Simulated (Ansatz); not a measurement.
Ansatz (a program for electronic structure) input:

Ansatz 0.2 input:
```yaml
crystal:
  periodic: [false, false, false]
  atoms:
    - {symbol: Mo, position_ang: [-0.11954773, 0.03556090, 0.02608223]}
    - {symbol: H, position_ang: [0.73311633, -0.90294857, 1.26910140]}
    - {symbol: H, position_ang: [0.91259540, 1.46497638, 0.02768451]}
    - {symbol: H, position_ang: [0.70726956, -1.04336429, -1.09948497]}
    - {symbol: H, position_ang: [0.21405614, -0.52490435, -1.62543823]}
    - {symbol: H, position_ang: [0.99316679, -1.25159023, 0.49482124]}
    - {symbol: H, position_ang: [1.46080048, 0.76427337, -0.16213779]}
basis:
  gaussian:
    orbitals: def2-SVP
total_charge: 1
magnetization: {spin_polarized: true, initial_magnetization: 1}
correlation: {method: ccsd_t, electrons: outside_noble_gas}
```

Question: Predict the final energy.

Answer: -70.84761 Eh (CCSD(T)/def2-SVP). The basis has 61 functions.

The spin state was set by rule; other spins were not relaxed.
